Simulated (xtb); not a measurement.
xtb input (GFN1-xTB):

```bash
xtb mol.xyz --gfn 1 --opt tight --chrg 1 --uhf 0
```
mol.xyz:
```
2

Hg    -0.00000000    -0.00000000    -1.03539580
I      0.00000000     0.00000000     1.56286159
```

Output:

```
           -------------------------------------------------
          |                Calculation Setup                |
           -------------------------------------------------

           -------------------------------------------------
          |                 G F N 1 - x T B                 |
           -------------------------------------------------

        Reference                      10.1021/acs.jctc.7b00118
      * Hamiltonian:
        H0-scaling (s, p, d)           1.850000    2.250000    2.000000
        zeta-weighting                 0.000000
      * Dispersion:
        s8                             2.400000
        a1                             0.630000
        a2                             5.000000
        s9                             0.000000
      * Repulsion:
        kExp                           1.500000
        rExp                           1.000000
      * Coulomb:
        alpha                          2.000000
        third order                    atomic
        anisotropic                    false
      * Halogen bond correction:
        rad-scale                      1.300000
        damping                        0.440000

          ...................................................
          :                      SETUP                      :
          :.................................................:
          :  # basis functions                  14          :
          :  # atomic orbitals                  13          :
          :  # shells                            5          :
          :  # electrons                         8          :
          :  # halogen bonds                     0          :
          :  max. iterations                   250          :
          :  Hamiltonian                  GFN1-xTB          :
          :  restarted?                      false          :
          :  GBSA solvation                  false          :
          :  PC potential                    false          :
          :  electronic temp.          300.0000000     K    :
          :  accuracy                    1.0000000          :
          :  -> integral cutoff          0.2500000E+02      :
          :  -> integral neglect         0.1000000E-07      :
          :  -> SCF convergence          0.1000000E-05 Eh   :
          :  -> wf. convergence          0.2000000E-04 e    :
          :  Broyden damping             0.4000000          :
          :  net charge                          1          :
          :  unpaired electrons                  0          :
          ...................................................

 iter      E             dE          RMSdq      gap      omega  full diag
   1     -4.3534750 -0.435347E+01  0.194E+00    2.78       0.0  T
   2     -4.3575294 -0.405439E-02  0.105E+00    2.42       1.0  T
   3     -4.3579045 -0.375083E-03  0.560E-01    2.50       1.0  T
   4     -4.3579050 -0.546990E-06  0.819E-03    2.50       8.6  T
   5     -4.3579050  0.264838E-08  0.421E-03    2.50      16.8  T
   6     -4.3579050 -0.368141E-08  0.160E-05    2.50    4415.2  T
   7     -4.3579050 -0.226485E-12  0.553E-08    2.50  100000.0  T
[...]
         7                         -0.3776515             -10.2764
         8                         -0.3300699              -8.9817
         9                         -0.3300699              -8.9817
       ...                                ...                  ...
        13                          0.1050378               2.8582
      -------------------------------------------------------------
                  HL-Gap            0.0911723 Eh            2.4809 eV
             Fermi-level           -0.6481608 Eh          -17.6374 eV

 SCC (total)                   0 d,  0 h,  0 min,  0.001 sec
 SCC setup                      ...        0 min,  0.000 sec (  4.123%)
 Dispersion                     ...        0 min,  0.000 sec (  0.645%)
 classical contributions        ...        0 min,  0.000 sec (  0.234%)
 integral evaluation            ...        0 min,  0.001 sec ( 45.636%)
 iterations                     ...        0 min,  0.000 sec ( 12.617%)
 molecular gradient             ...        0 min,  0.000 sec ( 31.393%)
 printout                       ...        0 min,  0.000 sec (  4.578%)

         :::::::::::::::::::::::::::::::::::::::::::::::::::::
         ::                     SUMMARY                     ::
         :::::::::::::::::::::::::::::::::::::::::::::::::::::
         :: total energy              -4.349873577113 Eh    ::
         :: gradient norm              0.000000044053 Eh/a0 ::
         :: HOMO-LUMO gap              2.480925074202 eV    ::
         ::.................................................::
         :: SCC energy                -4.357458947512 Eh    ::
         :: -> electrostatic           0.145504836215 Eh    ::
         :: repulsion energy           0.008084653651 Eh    ::
         :: dispersion energy         -0.000499283252 Eh    ::
         :: halogen bond corr.         0.000000000000 Eh    ::
         :: add. restraining           0.000000000000 Eh    ::
         :: total charge               1.000000000000 e     ::
         :::::::::::::::::::::::::::::::::::::::::::::::::::::

           -------------------------------------------------
          |                Property Printout                |
           -------------------------------------------------

    * Orbital Energies and Occupations

         #    Occupation            Energy/Eh            Energy/eV
      -------------------------------------------------------------
         1        2.0000           -1.1502833             -31.3008
         2        2.0000           -0.7900772             -21.4991
         3        2.0000           -0.6937469             -18.8778
         4        2.0000           -0.6937469             -18.8778 (HOMO)
         5                         -0.6025746             -16.3969 (LUMO)
         6                         -0.3776515             -10.2764
         7                         -0.3776515             -10.2764
         8                         -0.3300699              -8.9817
         9                         -0.3300699              -8.9817
        10                         -0.3135669              -8.5326
        11                         -0.2510070              -6.8302
        12                         -0.2510070              -6.8302
        13                          0.1050378               2.8582
      -------------------------------------------------------------
                  HL-Gap            0.0911723 Eh            2.4809 eV
             Fermi-level           -0.6481608 Eh          -17.6374 eV

  Mulliken/CM5 charges         n(s)   n(p)   n(d)
     1Hg    0.72764  0.75405   1.186  0.087  0.000
     2I     0.27236  0.24595   2.010  4.716  0.002

Wiberg/Mayer (AO) data.
largest (>0.10) Wiberg bond orders for each atom

 ---------------------------------------------------------------------------
     #   Z sym  total        # sym  WBO       # sym  WBO       # sym  WBO
 ---------------------------------------------------------------------------
     1  80 Hg   1.146 --     2 I    1.146
     2  53 I    1.146 --     1 Hg   1.146
 ---------------------------------------------------------------------------

Topologies differ in total number of bonds
Writing topology from bond orders to xtbtopo.mol

 dipole moment from electron density (au)
     X       Y       Z
  -0.0000   0.0000  -0.9181  total (Debye):    2.333

           -------------------------------------------------
          |                Geometry Summary                 |
           -------------------------------------------------

      molecular mass/u    :      327.5036389
   center of mass at/Å    :        0.0000000       0.0000000      -0.0294823
  moments of inertia/u·Å² :        0.0000000E+00   0.5279377E+03   0.5279377E+03
rotational constants/cm⁻¹ :             Infinity   0.3193110E-01   0.3193110E-01

 * 1 selected distances

     #   Z          #   Z                                           value/Å
     0   0          0   0                                         0.0000000 (max)

 * 0 distinct bonds (by element types)

   Z      Z             #   av. dist./Å        max./Å        min./Å

optimized geometry written to: xtbopt.xyz

           -------------------------------------------------
          | TOTAL ENERGY               -4.349873577113 Eh   |
          | GRADIENT NORM               0.000000044053 Eh/α |
          | HOMO-LUMO GAP               2.480925074202 eV   |
           -------------------------------------------------
Note: The following floating-point exceptions are signalling: IEEE_DIVIDE_BY_ZERO IEEE_DENORMAL
normal termination of xtb

------------------------------------------------------------------------
------------------------------------------------------------------------
 total:
 SCF:
 ANC optimizer:
```
